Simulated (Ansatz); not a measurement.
Gas-phase electronic energies from Ansatz, PBE0-D4/def2-TZVP geometries. CCSD(T)/CBS adds triple-zeta CCSD(T) − MP2 to the extrapolated MP2 energy (def2 sets, frozen cores). This one scheme is used for every species, atoms too. Functionals use def2-TZVPP. B3LYP here is the variant with VWN-RPA as its local correlation; programs differ in this. No spin–orbit coupling; open shells (•) take unrestricted orbitals. One conformer a species, not always the lowest.

Consider the hydrogen abstraction from the Si–H bond: `CO[SiH](F)S` + H• → `CO[Si](F)S`• + H₂.

`CO[SiH](F)S`:

```xyz
10

C     0.321   -0.694    1.451
O     0.526   -0.385    0.085
Si   -0.268    0.779   -0.720
F    -1.832    0.567   -0.475
S     0.238    0.644   -2.763
H     0.982   -1.523    1.709
H     0.565    0.160    2.091
H    -0.714   -0.994    1.638
H     0.042    2.144   -0.247
H     0.140   -0.698   -2.769
```

`CO[Si](F)S`•:

Z-matrix (Å, degrees):
```
C
O 1 1.413
H 1 1.094 2 111.7
H 1 1.093 2 110.5 3 121.6
H 1 1.090 2 107.8 3 -119.6
Si 2 1.627 1 126.4 3 -38.1
S 6 2.144 2 107.8 1 58.7
F 6 1.595 2 104.3 1 177.8
H 7 1.343 6 93.3 2 -161.4
```

H₂:

Z-matrix (Å, degrees):
```
H
H 1 0.746
```

```json
{"level": "r2SCAN-D4", "ΔE (kJ/mol)": "-59.4", "difference from CCSD(T)/CBS": "-16.2"}
{"level": "PBE0-D4", "ΔE (kJ/mol)": "-46.5", "difference from CCSD(T)/CBS": "-3.3"}
{"level": "B2PLYP", "ΔE (kJ/mol)": "-48.5", "difference from CCSD(T)/CBS": "-5.3"}
{"level": "PBE", "ΔE (kJ/mol)": "-58.3", "difference from CCSD(T)/CBS": "-15.1"}
{"level": "r2SCAN", "ΔE (kJ/mol)": "-59.6", "difference from CCSD(T)/CBS": "-16.4"}
{"level": "PBE0", "ΔE (kJ/mol)": "-46.7", "difference from CCSD(T)/CBS": "-3.5"}
{"level": "B3LYP", "ΔE (kJ/mol)": "-59.8", "difference from CCSD(T)/CBS": "-16.6"}
{"level": "HF/def2-TZVPP", "ΔE (kJ/mol)": "-13.7", "difference from CCSD(T)/CBS": "29.5"}
{"level": "MP2/def2-TZVPP", "ΔE (kJ/mol)": "-31.2", "difference from CCSD(T)/CBS": "12.0"}
{"level": "SCS-MP2/def2-TZVPP", "ΔE (kJ/mol)": "-34.5", "difference from CCSD(T)/CBS": "8.7"}
{"level": "CCSD/def2-TZVPP", "ΔE (kJ/mol)": "-40.3", "difference from CCSD(T)/CBS": "2.9"}
{"level": "CCSD(T)/def2-TZVPP", "ΔE (kJ/mol)": "-41.5", "difference from CCSD(T)/CBS": "1.7"}
{"level": "MP2/def2-QZVPP", "ΔE (kJ/mol)": "-32.7", "difference from CCSD(T)/CBS": "10.5"}
{"level": "HF/CBS(def2)", "ΔE (kJ/mol)": "-15.4", "difference from CCSD(T)/CBS": "27.8"}
{"level": "MP2/CBS(def2)", "ΔE (kJ/mol)": "-32.9", "difference from CCSD(T)/CBS": "10.3"}
{"level": "CCSD/CBS(def2)", "ΔE (kJ/mol)": "-42.0", "difference from CCSD(T)/CBS": "1.2"}
{"level": "CCSD(T)/CBS", "ΔE (kJ/mol)": "-43.2", "difference from CCSD(T)/CBS": "0"}
```

Largest T1 diagnostic among the species: 0.014.

In def2-TZVPP, CCSD(T) changes the Hartree–Fock value by −27.8 kJ/mol (the triples alone add −1.2 kJ/mol) and MP2 by −17.5 kJ/mol. From PBE to PBE0 (25 % exact exchange), in def2-TZVPP and without D4, ΔE moves by +11.6 kJ/mol.
